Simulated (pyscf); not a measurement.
Structures and frequencies: ωB97X-D3(BJ)/def2-SVP in PySCF.

Problem. What is the homolytic dissociation enthalpy (298 K, ωB97M-D3(BJ)/def2-TZVP) of the Ga–P bond of H₃Si–P(SiH₃)–GaH₂ (SMILES [SiH3][P]([SiH3])[GaH2]), to H₃Si–P•–SiH₃ + GaH₂•?

Solution. Ga–P to H₃Si–P•–SiH₃ + GaH₂•: 3.02 eV. The 7 functionals that were run give +2.92 (B3LYP-D3(BJ)) to +3.37 eV (ωB97X-D3(BJ)). The radicals are drawn with the spin at the cut bond; how far it spreads was not checked. Other isomers of H₃Si–P•–SiH₃ were not searched in full and may lie lower. Elements up to Kr have no core potential and no relativistic terms here.
